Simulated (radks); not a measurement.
Values are calculated unless marked as measured or tabulated.
Q: Valence configurations of Ge+ (all share [Ar]). Level of theory: scalar-relativistic Kohn-Sham, r2SCAN, spin-polarised, spherical densities, finite nucleus; open shells are filled with parallel spins first; meta-GGA in the generalised Kohn-Sham scheme; Fermi nuclear charge, rms radius 4.0742 fm (a radial shooting solver on a logarithmic mesh with Libxc functionals). Order these by energy: 3d8 4s2 4p3; 3d9 4s1 4p3; 3d10 4s1.5 4p1.5; 3d10 4s1 4p2; 3d10 4s2 4p1; 3d9.5 4s2 4p1.5; 3d10 4p3; 3d9 4s2 4p2; 3d8 4s0.5 4p4.5; 3d10 4s0.5 4p2.5.

A: From the lowest, in eV above it: 3d10 4s2 4p1 0.000; 3d10 4s1.5 4p1.5 3.480; 3d10 4s1 4p2 6.104; 3d10 4s0.5 4p2.5 10.774; 3d9.5 4s2 4p1.5 14.424; 3d10 4p3 15.441; 3d9 4s2 4p2 30.556; 3d9 4s1 4p3 36.234; 3d8 4s2 4p3 68.147; 3d8 4s0.5 4p4.5 85.917. NIST lists [Ar] 3d10 4s2 4p1 as the ground configuration; this level of theory agrees among the configurations tried. The energies are those of spherical high-spin densities, not of single terms.
